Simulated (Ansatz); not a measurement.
Species: CH₃F₃Ge, net charge 0, singlet state. 
Geometry from a B3LYP-D3(BJ)/def2-TZVP (Ansatz, a quantum-chemistry and plane-wave program) optimisation:
```
C
F 1 1.3530
F 1 1.3530 2 106.86
F 1 1.3530 2 106.86 3 114.11
Ge 1 2.0176 2 111.97 3 -122.95
H 5 1.5312 1 107.04 2 60.00
H 5 1.5312 6 111.79 1 -116.91
H 5 1.5312 6 111.79 7 -126.18
```

Property: vertical triplet-singlet gap (E(triplet) - E(singlet); each state is the SCF solution reached for its spin; the molecule has degenerate orbitals, so one determinant may break the symmetry), in kcal/mol. Valence correlation only, unless marked. UHF or UKS for open shells. Spin-orbit coupling is left out. The frozen core is the preceding noble-gas configuration, with the filled d and f shells of earlier blocks. No relativistic terms. Basis-set limits of correlation are two-point, X^-3; Hartree-Fock from the larger set. [CCSD(T)-MP2]/basis is that difference in the basis named.

```csv
level,program,vertical triplet-singlet gap (kcal/mol)
HF/aug-cc-pVTZ,Ansatz,184.1
HF/aug-cc-pVQZ,Ansatz,183.9
PBE/def2-TZVPD,Ansatz,164.9
B3LYP/def2-TZVPD,Ansatz,174.0
PBE0/def2-TZVPD,Ansatz,173.5
BHLYP/def2-TZVPD,Ansatz,183.0
CAM-B3LYP/def2-TZVPD,Ansatz,178.8
MP2/aug-cc-pVDZ,Ansatz,183.6
MP2/aug-cc-pVTZ,Ansatz,184.7
RI-MP2/aug-cc-pVTZ,Ansatz,184.6
RI-MP2/aug-cc-pVQZ,Ansatz,185.4
SCS-MP2/aug-cc-pVTZ,Ansatz,188.5
CCSD/aug-cc-pVTZ,Ansatz,184.0
CCSD(T)/aug-cc-pVTZ,Ansatz,181.6
"RI-MP2/CBS(aug-cc-pVTZ,aug-cc-pVQZ)+[CCSD(T)-MP2]/aug-cc-pVTZ",Ansatz,183.1
```
